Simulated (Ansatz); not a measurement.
Results of the Gaussian-basis code of Ansatz.

`[CH3][Zr]([CH3])([CH3])[OH]` at its PBE0-D4/def2-TZVP geometry, where that method's forces vanish. The species carries charge 0 and has multiplicity 1. Zr takes the def2 core potential.

```tsv
atom	x (Å)	y (Å)	z (Å)
C1	-1.349	1.024	1.272
Zr2	0.349	0.166	0.116
C3	0.378	-2.035	0.446
C4	-0.012	0.545	-2.047
O5	2.001	0.948	0.668
H6	-2.159	0.285	1.337
H7	-1.087	1.318	2.293
H8	-1.757	1.910	0.767
H9	0.019	-2.283	1.453
H10	-0.299	-2.523	-0.269
H11	1.367	-2.489	0.327
H12	-1.093	0.583	-2.240
H13	0.398	-0.270	-2.658
H14	0.422	1.481	-2.414
H15	2.823	1.339	0.948
```

(1) For each bond, give half the difference of the two atoms' forces along it (eV/Å; positive pushes the atoms apart) under PBE-D4, r2SCAN-D4, B3LYP-D4, ωB97M-V in def2-TZVPP. (Estimate.)

Answers

(1) The calculation gave: 
```
  bond  length (Å)  PBE-D4  r2SCAN-D4  B3LYP-D4  ωB97M-V
C1–Zr2       2.226   -0.08      -0.01      0.09     0.03
 C1–H6       1.099    0.13      -0.01     -0.06    -0.05
 C1–H7       1.095    0.11      -0.02     -0.06    -0.05
 C1–H8       1.098    0.12      -0.01     -0.06    -0.05
Zr2–C3       2.226   -0.08       0.00      0.09     0.03
Zr2–C4       2.225   -0.08      -0.01      0.09     0.03
Zr2–O5       1.909   -0.02       0.14      0.17     0.08
 C3–H9       1.098    0.12      -0.02     -0.06    -0.05
C3–H10       1.099    0.13      -0.01     -0.06    -0.05
C3–H11       1.095    0.11      -0.02     -0.06    -0.05
C4–H12       1.099    0.13      -0.01     -0.06    -0.05
C4–H13       1.098    0.12      -0.02     -0.06    -0.05
C4–H14       1.095    0.11      -0.02     -0.06    -0.05
O5–H15       0.952    0.35      -0.04     -0.10    -0.08
```

B3LYP here is the variant with VWN-RPA as its local correlation; programs differ in this.
